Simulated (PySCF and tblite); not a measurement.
The numbers below are computed, except where a source is named.
C4H3F3OS, numbered as in [CH2:1]=[C:2]([CH:3]=[O:4])[S:5][C:6]([F:7])([F:8])[F:9].

Free energies: PBE0-D3(BJ)/pcSseg-1 on GFN2-xTB structures plus GFN2-xTB thermal terms, symmetry and mirror images included. Conformers within 2.5 kcal/mol (GFN2-xTB free energy) were kept, 4 at most. GIAO shieldings: PBE0/pcSseg-1. Shifts are against TMS (¹H), TMS (¹³C), CFCl3 (¹⁹F) at the same level. Run with PySCF (density fitting) and tblite.

Torsions listed: S5–C2–C3–O4, C1–C2–S5–C6. Of a mirror pair one member is shown.

```json
{"conformer": "1", "shape": "-6°, 136°", "symmetry": "C1 (pair)", "E(GFN2) kcal/mol": "1.14", "E(DFT) kcal/mol": "0.00"}
{"conformer": "2", "shape": "180°, 1°", "symmetry": "Cs", "E(GFN2) kcal/mol": "0.00", "E(DFT) kcal/mol": "0.64"}
```

Q: How much do the weights at 298.15 K and the averaged shift of C1 depend on how the conformers are weighted?

A: 
```
                                                              weighting  1 (%)  2 (%)  δ (ppm)  rms dipole (D)
DFT energy with thermal terms, symmetry and mirror images (full scheme)     70     30    138.7            3.53
                             DFT energy with symmetry and mirror images     85     15    141.1            3.88
                                                        bare DFT energy     75     25    139.4            3.64
                        GFN2-xTB energy with symmetry and mirror images     22     78    131.5            2.16
                                                   GFN2-xTB free energy     10     90    129.7            1.63
                                                leading conformer alone    100      0    143.3            4.17
                                                          equal weights     50     50    135.7            3.03
                         full scheme, search stopped after three starts    100      0    143.3            4.17
```

The largest departure from the full scheme, 9.0 ppm, comes with: GFN2-xTB free energy.

The minima are those of GFN2-xTB; planar forms about aryl–S or allylic bonds may be saddles in DFT.


Conformer gaps in pcSseg-1 on xTB geometries can be 2 kcal/mol off for S=O, P=O and other polar bonds.